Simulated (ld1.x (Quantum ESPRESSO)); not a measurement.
## PBEsol TM dataset for Pt, fully relativistic all-electron reference.

```json
{"Element": "Pt (Z = 78)", "Generator": "ld1.x (Quantum ESPRESSO) 7.5", "Type": "norm-conserving Troullier–Martins (Kleinman–Bylander form)", "Functional": "PBEsol", "Relativity": "fully relativistic", "Frozen core": "[Xe] 4f14", "Valence charge": "10", "Reference configuration": "5d9 6s1 6p0", "Partial waves": "6p (bound, empty): rc 3.20 bohr; 5d (bound): rc 1.35 bohr; 6s (bound): rc 2.00 bohr", "Local potential": "the s channel", "Core correction": "Bessel-smoothed model core inside 0.95 bohr"}
```

Open shells are filled in proportion to 2j + 1 (rel_dist='average').

Results:

- Cutoffs needed: 50 Ry and 80 Ry (the cutoffs (Ry, on a coarse ladder) from which the occupation-weighted sum of valence levels, in a spherical-Bessel basis at the reference potential, stays within 10 and 1 mRy of its value at 400 Ry)
- Ghost test: no extra level below or beside the all-electron valence levels (p1/2, p3/2, d3/2, d5/2, s, f tested) (spherical-Bessel basis up to 400 Ry, 20 bohr box)
- Largest excitation error: -348 meV (all-electron minus pseudo) for 5d7 6s0 6p0, out of 7 test configurations

Generation and tests took about 3.2 s on one core of a shared server CPU.
